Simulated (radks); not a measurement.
Q: Species: Ga II. Configuration: [Ar] 3d10 4s2. All-electron calculation, Dirac Kohn-Sham, BLYP, spin-unpolarised, spherical densities, point nucleus. Program: a radial shooting solver on a logarithmic mesh with Libxc functionals.

Spin-orbit splittings of the eigenvalues, e(l+1/2) - e(l-1/2), with zeta = 2 splitting/(2l+1) and mean radii in bohr:

| shell | occ. | splitting (eV) | zeta (eV) | <r> j=l-1/2 | <r> j=l+1/2 |
|---|---|---|---|---|---|
| 2p | 6 | 27.68 | 18.45 | 0.1883 | 0.1918 |
| 3p | 6 | 3.636 | 2.424 | 0.6719 | 0.6828 |
| 3d | 10 | ? | ? | 0.8047 | 0.8109 |

Estimate the 3d splitting.

A: 0.4631 eV (zeta = 0.1853 eV).
